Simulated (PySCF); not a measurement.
Spinor energies of Zr³⁶⁺ (zirconium, charge +36)

Start: [He] 2s2. Calculated with PySCF 2.14 in an even-tempered Gaussian basis (17 s from 16 bohr⁻², ratio 2.4; 12 p from 20 bohr⁻², ratio 2.4; 5 d from 65 bohr⁻², ratio 2.6; 4 f from 97 bohr⁻², ratio 2.6): generalised Hartree-Fock with the X2C-1e Hamiltonian and a Gaussian nucleus; one run each with spin-orbit coupling (SO) switched off, then screened by Boettger's factors.

```
spinor shell  electrons  ε, spin-free (eV)  ε, screened SO (eV)  weight of nominal j (screened SO)  rms radius, screened SO (bohr)
       1s1/2          2           -21110.1             -21110.1                              1.000                          0.0423
       2s1/2          2            -4986.9              -4986.9                              1.000                           0.164
```

| quantity | spin-free | screened SO |
| --- | --- | --- |
| E (hartree) | -1981.95771 | -1981.95771 |
| M_J | 0 | 0 |
| ⟨J²⟩ | 0.000 | 0.000 |
| ⟨L²⟩ | 0.000 | 0.000 |
| ⟨S²⟩ | 0.000 | 0.000 |

Breit and QED terms are absent; they matter most for the inner s and p1/2 levels.

Densities and radii are taken from the X2C orbitals without a picture-change correction, which distorts them close to the nucleus.

Without spin-orbit coupling the j labels of p, d and f shells carry no meaning; the spin-free column gives the mean over the occupied spinors of each nl shell.
